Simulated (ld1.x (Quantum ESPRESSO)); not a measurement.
An all-electron radial function and its pseudo partner (Cd)

Columns: radius, all-electron u(r) and pseudo u(r) of the 4d shell (level -30.46 eV) of cadmium in the configuration [Kr] 4d10 5s0 5p0; Wu–Cohen, scalar-relativistic, TM semilocal scheme, ld1.x (Quantum ESPRESSO) 7.5.

| r (bohr) | all-electron | pseudo |
| --- | --- | --- |
| 0.123 | 0.3301 | -0.0092 |
| 0.245 | 0.4706 | -0.0678 |
| 0.368 | 0.1633 | -0.2028 |
| 0.490 | -0.2528 | -0.4015 |
| 0.613 | -0.5970 | -0.6243 |
| 0.735 | -0.8167 | -0.8151 |
| 0.858 | -0.9273 | -0.9385 |
| 0.980 | -0.9571 | -0.9829 |
| 1.103 | -0.9355 | -0.9632 |
| 1.225 | -0.8847 | -0.9045 |
| 1.348 | -0.8182 | -0.8282 |
| 1.470 | -0.7462 | -0.7495 |
| 1.593 | -0.6729 | -0.6734 |
| 1.715 | -0.6025 | -0.6025 |
| 1.838 | -0.5357 | -0.5357 |
| 1.960 | -0.4743 | -0.4743 |
| 2.083 | -0.4177 | -0.4177 |
| 2.205 | -0.3669 | -0.3669 |
| 2.328 | -0.3211 | -0.3211 |
| 2.450 | -0.2806 | -0.2806 |
| 2.573 | -0.2445 | -0.2445 |
| 2.695 | -0.2130 | -0.2130 |
| 2.818 | -0.1852 | -0.1852 |
| 2.940 | -0.1610 | -0.1610 |
| 3.063 | -0.1397 | -0.1397 |
| 3.185 | -0.1211 | -0.1211 |

Q: How many radial nodes do the two functions have?

A: The all-electron 4d function has n − l − 1 = 1; the pseudo-wave has 0, since the states of the same l below it are removed with the core.

Q: At about which radius was the pseudo-wave matched?

A: 1.85 bohr. The columns agree to 0.0005 from 1.59 bohr on; several derivatives are matched, so the curves merge somewhat inside the radius.

Q: Where does each function peak?

A: Outermost all-electron maximum near 0.98 bohr, pseudo maximum near 0.98 bohr (to the table’s step).

Q: Is the pseudo-wave norm-conserving?

A: Yes: the TM semilocal scheme keeps the norm inside the radius equal to the all-electron one, which fixes the energy derivative of the logarithmic derivative at the level.
